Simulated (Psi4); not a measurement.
Pair of molecules, SMILES [GaH3] with SMILES [C-]#[O+] (the first has 4 atoms); geometry from GFN2-xTB, rigid monomers moved along the line of their centres of mass till Ga1···O6 is 2.86 Å.
(charge 0, multiplicity 1):
| atom | x (Å) | y (Å) | z (Å) |
|---|---|---|---|
| Ga | -0.0031 | 0.0259 | 0.2557 |
| H | -0.0089 | 1.5742 | 0.2529 |
| H | 1.3376 | -0.7369 | 0.1190 |
| H | -1.3414 | -0.7488 | 0.1708 |
| C | 0.0870 | -0.1607 | 4.2295 |
| O | 0.0576 | -0.1078 | 3.1088 |

The numbers are results of SAPT0/aug-cc-pVDZ (Psi4), not measurements.

**Question.** Which attractive term is largest, and how does the interaction split up?

**Answer.** electrostatics -2.79, exchange 2.50, induction -1.08, dispersion -1.64, total -3.00 kcal/mol; the largest attraction is electrostatics.
